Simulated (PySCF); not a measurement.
C3H12OSSi2, SMILES C[Si](C)(O)S[SiH2]C, singlet (GFN2-xTB optimised geometry):

```
19

Si    -0.157    -2.323    -1.669
C     -0.894    -3.295    -3.112
S     -1.037    -0.372    -1.761
Si    -0.216     0.606     0.000
C      1.677     0.606     0.000
C     -0.989     2.338     0.000
O     -0.611    -0.267     1.320
H     -0.494    -2.932    -0.383
H      1.293    -2.191    -1.799
H     -0.666    -2.818    -4.061
H     -1.974    -3.365    -3.033
H     -0.492    -4.303    -3.138
H      2.060     1.251     0.784
H      2.063    -0.393     0.174
H      2.071     0.961    -0.947
H     -0.628     2.932    -0.833
H     -0.747     2.866     0.917
H     -2.071     2.288    -0.085
H     -1.521    -0.454     1.539
```

Method: CAM-B3LYP/def2-SVP in PySCF.

Q: What are the frontier orbital energies and the dipole moment?

A: HOMO-2 -9.63 eV, HOMO-1 -9.16 eV, HOMO -8.17 eV, LUMO 2.07 eV, LUMO+1 2.32 eV; dipole moment 0.66 D.

On the same geometry PBE/def2-SVP in PySCF gives HOMO-2 -6.89 eV, HOMO-1 -6.59 eV, HOMO -5.66 eV, LUMO 0.20 eV, LUMO+1 0.39 eV; dipole moment 0.68 D.

Meta-Löwdin charges at CAM-B3LYP/def2-SVP: Si1 0.63, C2 -0.53, S3 -0.47, Si4 1.06, C5 -0.55, C6 -0.56, O7 -0.71, H8 -0.12, H9 -0.12, H10 0.12, H11 0.12, H12 0.11, H13 0.11, H14 0.12, H15 0.11, H16 0.12, H17 0.11, H18 0.11, H19 0.33.
